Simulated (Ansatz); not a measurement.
Relaxation of H2S2Te (5 atoms, charge 0, multiplicity 1), to a largest force component of 0.015 eV/Å in at most 40 steps.

Theory: RKS B3LYP-D4/def2-SVP (Ansatz 0.2.0).

```xyz
5
Properties=species:S:1:pos:R:3:forces:R:3
S -1.446 -0.937 0.180 -0.27 -0.68 0.52
S -0.578 0.915 0.109 -0.34 0.82 0.10
Te 1.752 0.620 -0.392 0.53 0.03 -0.60
H -1.875 -0.995 -1.087 -0.15 -0.07 -0.51
H 2.147 0.397 1.190 0.24 -0.09 0.49
```

**Question.** Where does it end, and by what steps?

**Answer.** The run converged. After 4 steps the energy has fallen by 0.062 eV; H5 moved furthest, 0.09 Å.

```csv
step,energy less start (eV),largest force component (eV/Å),accepted
0,0.0000,0.818,yes
1,-0.0453,0.291,yes
2,-0.0609,0.110,yes
3,-0.0615,0.036,yes
4,-0.0616,0.014,yes
```

```xyz
5
Properties=species:S:1:pos:R:3
S -1.531 -0.931 0.193
S -0.618 0.951 0.121
Te 1.765 0.636 -0.392
H -1.852 -1.042 -1.121
H 2.236 0.386 1.199
```

Run time: 17 s on 1 thread of Arm Neoverse V1 (shared host), peak memory 0.15 GiB.
